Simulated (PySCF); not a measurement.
KS⁺: energy against distance

Set-up: PySCF, no relativity, basis sets K def2-SVP, S def2-SVP. Energies in eV from K⁺ + S in their ground configurations at the same level. State: ³Σ⁻ (triplet), unpaired electrons π ↑↑.

All columns are BP86. A positive dipole points towards S; it is taken about the centre of mass and depends on that origin.

```
R (Å)  E (eV)  μ (D)  Mulliken charge on K (basis-dependent)  HOMO (eV)  LUMO (eV)  Mayer bond order  ⟨S²⟩
2.918  -0.218  -5.10                                    0.89     -11.21     -10.56              0.22  2.00
3.054  -0.310  -5.36                                    0.88     -11.07     -10.39              0.23  2.00
3.189  -0.359  -5.63                                    0.88     -10.93     -10.23              0.24  2.00
3.291  -0.377  -5.84                                    0.87     -10.81     -10.11              0.24  2.00
3.393  -0.384  -6.05                                    0.87     -10.70     -10.00              0.24  2.00
3.495  -0.383  -6.27                                    0.88     -10.58      -9.89              0.24  2.00
3.631  -0.373  -6.58                                    0.88     -10.42      -9.75              0.23  2.00
3.800  -0.353  -6.98                                    0.89     -10.23      -9.57              0.21  2.00
4.004  -0.321  -7.48                                    0.90     -10.00      -9.37              0.19  2.00
4.275  -0.276  -8.18                                    0.92      -9.71      -9.11              0.16  2.00
```

A fit through these points gives, at Re = 3.429 Å, μ = -6.13 D and dμ/dR = -2.18 D/Å; the reduced mass is 17.56 u.

**Question.** How strong is the fundamental in the double-harmonic approximation, I = 42.26·(dμ/dR)²/μred km/mol?

**Answer.** I = 42.26·(-2.18)²/17.56 = 11.4 km/mol at BP86.

The bond is weak. Basis-set superposition, not corrected here, can be much of De in a small basis, most of all at correlated wavefunction levels. For an ion De counts to the pair picked by the measured ionisation energies or electron affinities, which need not be the lowest pair at this level. The state is the lowest determinant that a PBE0 search found; another state may lie lower at other levels.
